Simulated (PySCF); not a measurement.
Be(I)(SeH) (BeHISe), SMILES [Be]([I])[SeH].

Geometry optimised at r2SCAN-D4/def2-TZVP. The def2 effective core potentials stand for the cores of I; spin–orbit coupling is left out. The values are those of a single conformer.

All values below come from TDA-LC-ωPBE/def2-SVPD in PySCF.

Vertical excitations. The molecule is in vacuum. State labels are in the subgroup Cs.

```tsv
state	symmetry	energy (eV)	λ (nm)	f	main pairs
S1	A"	5.19	239	0.000	HOMO→LUMO 87 %
S2	A"	6.04	205	0.021	HOMO→LUMO+1 53 %, HOMO−2→LUMO 15 %, HOMO→LUMO+3 9 %
S3	A'	6.22	199	0.045	HOMO→LUMO+2 54 %, HOMO−1→LUMO 32 %
S4	A"	6.22	199	0.009	HOMO−2→LUMO 69 %, HOMO→LUMO+1 18 %
S5	A'	6.53	190	0.261	HOMO−1→LUMO 37 %, HOMO→LUMO+2 27 %, HOMO−2→LUMO+2 19 %
S6	A"	6.59	188	0.000	HOMO→LUMO+7 35 %, HOMO→LUMO+1 14 %, HOMO→LUMO+10 9 %, HOMO−1→LUMO+2 6 %
S7	A"	6.62	187	0.000	HOMO−1→LUMO+2 87 %
S8	A'	6.95	178	0.081	HOMO−1→LUMO+1 50 %, HOMO−3→LUMO 29 %
S9	A'	7.07	175	0.056	HOMO−3→LUMO 50 %, HOMO−1→LUMO+1 31 %
S10	A"	7.13	174	0.145	HOMO−2→LUMO+1 65 %
T1	A"	4.90	253	0	HOMO→LUMO 73 %
T2	A'	5.36	231	0	HOMO→LUMO+2 86 %
T3	A'	5.66	219	0	HOMO−1→LUMO 84 %
T4	A"	5.68	218	0	HOMO→LUMO+1 53 %, HOMO→LUMO 13 %, HOMO→LUMO+3 10 %
```
Triplets are in the Tamm–Dancoff approximation.
